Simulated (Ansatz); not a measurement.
System: WCl₂, charge 0, multiplicity 5. SMILES: [Cl][W][Cl]
Structure (B3LYP-D3(BJ)/def2-TZVP (Ansatz, a first-principles code) minimum search):
```
W
Cl 1 2.2856
Cl 1 2.2856 2 141.09
```
Charge 0, spin multiplicity 5.

Wanted: atomisation energy, in kcal/mol. Set-up: no dispersion term unless named; spin-orbit terms left out; open shells spin-unrestricted; atomisation electronic, to ground-state atoms; LANL2DZ with its own core potentials from Na on; def2 sets with scalar-relativistic core potentials past Kr. First-principles rows: single points at B3LYP-D3(BJ) geometries (Ansatz). The spin state of an ion or metal species was assumed, not searched.

```tsv
species	coefficient	E at B3LYP/LANL2DZ (Ansatz), Eh	E at B3LYP/def2-TZVPD (Ansatz), Eh
[Cl][W][Cl] (quintet)	-1	-97.70198	-987.59718
Cl atom	+2	-14.89606	-460.16775
W atom	+1	-67.63346	-66.94571
```

 1 Eh = 627.5095 kcal/mol.

Problem. Work the quantity out at each level.

Solution. 
- B3LYP/LANL2DZ: the sum of coefficient times E is 0.27640 Eh, or 173.44 kcal/mol. Result: 173.4 kcal/mol.
- B3LYP/def2-TZVPD: the sum of coefficient times E is 0.31597 Eh, or 198.27 kcal/mol. Result: 198.3 kcal/mol.
